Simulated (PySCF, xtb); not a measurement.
1,1-dichlorobuta-1,2-diene (C₄H₄Cl₂), SMILES CC=C=C(Cl)Cl.

Harmonic wavenumbers (cm⁻¹) from GFN2-xTB in xtb 6.7.1 at its own minimum, in rising order: 86, 117, 144, 221, 239, 358, 449, 460, 537, 735, 795, 949, 1020, 1079, 1188, 1386, 1400, 1465, 1475, 2049, 3009, 3018, 3021, 3060.

Task: What does PBE-D3(BJ)/def2-SVP run with PySCF give at its own minimum? (The exact figures need the calculation; the answer reports its results.)

Result: 93, 118, 156, 232, 260, 387, 477, 499, 564, 782, 826, 892, 997, 1059, 1165, 1328, 1368, 1400, 1428, 2014, 2966, 3031, 3038, 3092. Paired by order, the mean absolute difference is 30 cm⁻¹ and the zero-point energies are 40.4 and 40.3 kcal/mol.
